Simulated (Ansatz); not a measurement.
FH$_{3}$O$_{3}$Ti, SMILES `[OH][Ti]([OH])([OH])[F]`. The species carries charge 0 and has multiplicity 1. Geometry: relaxed with PBE0-D4/def2-TZVP. It is one conformer, not always the lowest.

```xyz
8

O    -1.473   -0.616   -0.570
Ti    0.106   -0.232    0.176
O     1.396   -0.511   -1.037
O     0.152    1.473    0.713
F     0.353   -1.266    1.589
H    -2.259   -1.065   -0.257
H     2.177    0.004   -1.242
H    -0.450    2.213    0.627
```

(1) What is the dipole moment at r2SCAN/def2-TZVPP? (Estimate.)

(2) And with PBE, B3LYP, ωB97M-V? (Estimate.)

(3) Give the Mulliken charges with r2SCAN, B3LYP, ωB97M-V in def2-TZVPP. (Best estimate.)

Results:

(1) Computed: 2.26 D, with components (-1.18, 1.82, -0.63) D in this frame, pointing from negative to positive charge.

(2) Ansatz gave: PBE 2.22 D, B3LYP 2.29 D, ωB97M-V 2.27 D.

(3) Computed: 
| atom | r2SCAN | B3LYP | ωB97M-V |
| --- | --- | --- | --- |
| O1 | -0.48 | -0.47 | -0.44 |
| Ti2 | 1.20 | 1.23 | 1.17 |
| O3 | -0.48 | -0.47 | -0.45 |
| O4 | -0.48 | -0.47 | -0.45 |
| F5 | -0.38 | -0.39 | -0.38 |
| H6 | 0.21 | 0.20 | 0.18 |
| H7 | 0.21 | 0.19 | 0.18 |
| H8 | 0.21 | 0.20 | 0.18 |

B3LYP here is the variant with VWN-RPA as its local correlation; programs differ in this.
